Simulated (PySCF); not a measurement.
Structure from 2D NMR

Compound of formula C8H10OSi. Correlations simulated from computed shifts and the bond graph:

HSQC (one-bond C–H):
| δH | δC |
| --- | --- |
| 10.32 | 190.8 |
| 5.68 | 110.1 |
| 5.57 | 110.1 |
| 5.22 | 95.5 |
| 5.09 | 95.5 |
| 2.74 | 16.1 |

COSY cross peaks (H two or three bonds apart, from the bond graph; peaks can be absent where the dihedral angle is near 90°):
| δH | δH |
| --- | --- |
| 5.68 | 5.57 |
| 5.22 | 5.09 |
| 3.94 | 2.74 |

HMBC (two and three bonds, from the bond graph):
| δH | δC |
| --- | --- |
| 10.32 | 179.6, 150.8, 147.1 |
| 5.68 | 179.6, 156.8, 150.8 |
| 5.57 | 179.6, 156.8, 150.8 |
| 5.22 | 156.8, 150.8, 147.1 |
| 5.09 | 156.8, 150.8, 147.1 |
| 3.94 | 179.6, 16.1 |
| 2.74 | 179.6, 156.8, 147.1 |

Carbons without hydrogens: δ 179.6, 156.8, 150.8, 147.1.

- coordinates at the GFN2-xTB level
- PBE0/pcSseg-1 with gauge-including orbitals
- program: PySCF 2.14.0 with density-fitted response routines
- no relativistic terms, a single conformation, equivalent nuclei averaged, in vacuum

Chemical shifts δ = σref − σ; TMS for 1H (σ = 31.72 ppm), 13C (σ = 186.93 ppm), all at this level.

Exchangeable hydrogens are left out of these lists.

Work out the connectivity.

Answers

SMILES C=C1C(=C)C(C[SiH3])=C1C=O.

Numbering as in the mapped SMILES `[CH2:1]=[C:2]1[C:3](=[CH2:4])[C:5]([CH2:6][SiH3:7])=[C:8]1[CH:9]=[O:10]`. Each H is labelled by its parent atom. Ha(C4) is cis to C2; Ha(C1) is cis to C3; Hb(C4) is trans to C2; Hb(C1) is trans to C3.

1. δC 190.8 is C9, an aldehyde carbonyl carbon (δH 10.32).
2. δC 179.6 is C5, a β carbon of a C=C–C=O unit.
3. δC 156.8 is C3, a fully substituted alkene carbon.
4. δC 150.8 is C2, a fully substituted alkene carbon.
5. δC 147.1 is C8, an α carbon of a C=C–C=O unit.
6. δC 110.1 is C4, a terminal =CH2 carbon (δH 5.68, 5.57).
7. δC 95.5 is C1, a terminal =CH2 carbon (δH 5.22, 5.09).
8. δC 16.1 is C6, an allylic sp3 CH2 bonded to Si (δH 2.74).
9. HMBC from δH 10.32 reaches the proton-free carbons C5, C2, C8.
10. HMBC from δH 5.68 reaches the proton-free carbons C5, C3, C2.
11. HMBC from δH 5.57 reaches the proton-free carbons C5, C3, C2.
12. HMBC from δH 5.22 reaches the proton-free carbons C3, C2, C8.
13. COSY links 5.68–5.57, 5.22–5.09, 3.94–2.74.

The data come from this structure; uniqueness wasn't tested.

Shifts are as computed. Against solution values, carbons near 30 ppm lie about +3 ppm off and those near 130 ppm about +5 ppm. Of 1211 compounds with measured shifts, 218 miss one by over three times the rms of a fit or turn the order of signals round; such compounds aren't used in these exercises.
